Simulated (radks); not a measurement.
Task: The mean radii <r> (bohr) of the occupied orbitals of an atom or ion are listed with their occupations. All-electron calculation, scalar-relativistic Kohn-Sham, LDA (Slater exchange, Perdew-Wang correlation), spin-unpolarised, spherical densities, point nucleus. Program: a radial shooting solver on a logarithmic mesh with Libxc functionals.

orbital  occ.      <r>
1s          2  0.06367
2s          2   0.2939
2p          6   0.2602
3s          2   0.8896
3p          6   0.9390
3d          3    1.105

Name the element and its charge.

Result: Z = 24, chromium, charge +3: Cr3+ in [Ar] 3d3. The 1s radius gives Z: for a bare nucleus <r> = (2 gamma + 1)/(2Z) with gamma = sqrt(1 - (Z/c)^2), 0.06186 bohr for Z = 24, and screening makes it slightly larger (0.06367 here). The occupations add up to 21, and the charge is Z minus that.
